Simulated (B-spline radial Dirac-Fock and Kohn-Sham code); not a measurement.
Z = 64 (gadolinium), transition energy 45.7 keV. Model: a Dirac-Hartree-Slater potential of the neutral atom with a Latter tail (no hole, which puts coefficients of high multipoles low close above an edge), finite nucleus with surface currents. Program: a radial finite-basis atomic code. The K shell is not open to conversion at this energy. Subshells that would emit electrons below 1 keV are left out.

**Question.** A pure transition shows α(L) = 0.339, L1/L2 = 2.51 and L1/L3 = 1.83. What is its multipolarity?
A. M3
B. E3
C. E1
D. E4
E. M4
F. E2
G. M2
H. M1

**Answer.** C. For comparison, α(L), L1/L2, L1/L3 are E2 44.1, 0.0222, 0.0182; E3 2750, 0.0108, 0.00935; E4 90700, 0.0161, 0.0143; M1 2.44, 11.1, 63.0; M2 109, 10.4, 2.77; M3 5040, 7.98, 0.417; M4 177000, 6.27, 0.164.

Values without a named source are computed, but for edge energies of neutral atoms, which are taken from tables.
